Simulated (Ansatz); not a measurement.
Reaction (redistribution): `C=C[SiH2][SiH3]` + `CBCN` → `C=C[SiH2]CN` + `CB[SiH3]`

Computed with Ansatz on PBE0-D4/def2-TZVP structures; ΔE is electronic, products minus reactants. CCSD(T)/CBS adds triple-zeta CCSD(T) − MP2 to the extrapolated MP2 energy (def2 sets, frozen cores). DFT in def2-TZVPP. B3LYP here is the variant with VWN-RPA as its local correlation; programs differ in this. One conformer a species, not always the lowest.

| level | ΔE (kcal/mol) |
| --- | --- |
| B3LYP-D4 | 10.0 |
| BLYP | 10.0 |

Q: What does CCSD(T)/CBS give? (Estimate.)

A: Ansatz gave: +9.8 kcal/mol. The listed levels differ from it by 0.2, 0.2 kcal/mol.

Largest T1 diagnostic among the species: 0.013.

Leaving LDA and LC-ωPBE aside and taking each functional with its dispersion term where it has one, the values, not all of them listed here, spread over 1.5 kcal/mol, from BLYP-D4 to HSE06-D4. LDA lies +0.8 kcal/mol from PBE without D4.
